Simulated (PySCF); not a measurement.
Working out the ionisation energy of F⁺

F⁺ [He] 2s2 2p4 (3P) → F²⁺ [He] 2s2 2p3 (4S). Calculation: PySCF 2.14, in def2-TZVP; no relativity, point nucleus. Frozen: 1s2. Energies in hartree (1 hartree = 27.21139 eV):

```csv
part,F⁺ (lower),F²⁺ (upper)
UHF,-98.836473,-97.608721
CCSD correlation,-0.156517,-0.111336
(T),-0.001903,-0.001134
```

What does Hartree-Fock give?

(-97.608721) − (-98.836473) = 1.227752 hartree = 33.409 eV.

What do CCSD and CCSD(T) give?

The CCSD correlation energies differ by 0.045181 hartree = 1.229 eV and the triples by 0.000769 hartree = 0.021 eV, so CCSD gives 34.638 eV and CCSD(T) 34.659 eV.

Measured between the centres of the two terms (NIST): 34.950 eV, so CCSD(T) (valence) is off by -0.291 eV.

What remains against the reference includes basis incompleteness, the frozen core and higher excitations.
